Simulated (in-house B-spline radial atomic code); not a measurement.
**RPA and G0W0 on BLYP: neutral strontium**

Configuration [Kr] 5s2, mean-field start BLYP. Computed with an all-electron radial atomic-structure program (B-spline basis): all electrons, non-relativistic, point nucleus, each spin shell either full or empty, empty states to l = 9 with an (l + 1/2)⁻⁴ tail; G0W0 by contour deformation at full frequency.

Without relativity these are model numbers: it shifts the levels of so heavy an element strongly and can reorder them.

Command:
```bash
python run_gw.py task.json out
```
Settings (radii: box in bohr, nucleus in fm):
```
Z                        38
electrons                38
configuration            [Kr] 5s2
hamiltonian              nr
method                   b88,lyp
lmax                     9
spin_polarised           False
box_radius               40
intervals                56
ion_configuration        [Kr] 5s1
```

Time taken, with all properties: 4.6 s on 1 thread of Intel(R) Xeon(R) 6975P-C (shared host).

Energies (hartree):

```
                                     term        value
                         mean-field total  -3133.41393
Hartree-Fock functional on these orbitals  -3131.51474
                      direct second order      -3.2143
                    second-order exchange      0.92828
                         SOSEX correction      0.83827
```

What is the RPA correlation energy, and what remains with SOSEX?

RPA gives -2.7528 hartree (-1.97 eV per electron); RPA + SOSEX gives -1.9146, and the second-order doubles -2.286 hartree (no singles). SOSEX takes back 30 % of the RPA value.

Quasi-particle levels (eV):

```tsv
level	occupied	mean field	Σx - vxc	Σc	QP weight	G0W0
5s	yes	-3.323	-1.36	?	?	?
```

G0W0 = mean field + (Σx - vxc) + Σc, with Σc (partial-wave tail included) taken at the quasi-particle energy. Only the outer levels were computed. Levels of low weight are left out.

Where does G0W0 put 5s?

At -5.567 eV, with Σc = -0.89 eV and a quasi-particle weight of 0.695. The tabulated removal energy is 5.695 eV (NIST, measured); the calculation leaves out relativity, Breit and QED terms, and what these don't explain is the method's own error.

What does it cost to remove one electron (to [Kr] 5s1) by differences of total energies, each species on its own start (correlation terms add to the Hartree-Fock functional)?

BLYP 5.594 eV, Hartree-Fock functional 4.641 eV, + RPA 6.048 eV, + RPA + SOSEX 5.734 eV, + second order 6.648 eV. Tabulated: 5.695 eV (NIST, measured); the calculation leaves out relativity, Breit and QED terms, and what these don't explain is the method's own error.
